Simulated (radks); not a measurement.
The numbers below are computed, except where a source is named.
Problem. The table gives one normalised radial function P(r) = r R(r) of Au- in [Hg] (r in bohr). Level of theory: scalar-relativistic Kohn-Sham, LDA (Slater exchange, Perdew-Wang correlation), spin-polarised, spherical densities, finite nucleus; Fermi nuclear charge, rms radius 5.4371 fm; Watson sphere of charge +1 and radius 5.2 bohr (a radial shooting solver on a logarithmic mesh with Libxc functionals).

r,P
0.001382,0.0000
0.001873,0.0000
0.002559,0.0001
0.003468,0.0002
0.004738,0.0005
0.006472,0.0011
0.008772,0.0025
0.01198,0.0057
0.01637,0.0124
0.02219,0.0257
0.03031,0.0516
0.04141,0.0964
0.05612,0.1608
0.07667,0.2353
0.1039,0.2746
0.142,0.2099
0.1939,-0.0053
0.2628,-0.2808
0.3591,-0.4058
0.4906,-0.1867
0.6648,0.2768
0.9083,0.7073
1.241,0.8486
1.682,0.7201
2.297,0.4810
3.114,0.2727
4.254,0.1299
5.811,0.0500
7.876,0.0139
10.76,0.0023

Which n and l does it have? It may be an empty orbital.

Solution. n = 5, l = 2: the number of nodes gives n - l - 1 = 2, the rise at small r (about r^(l+1), flatter next to the nucleus through relativity) gives l, and the extent must fit the shell. The curve is that of 5d. 5d: eigenvalue -4.967 eV, 2 radial nodes at r = 0.193, 0.560 bohr, <r> = 1.67 bohr, 90 % of the charge inside 2.69 bohr.
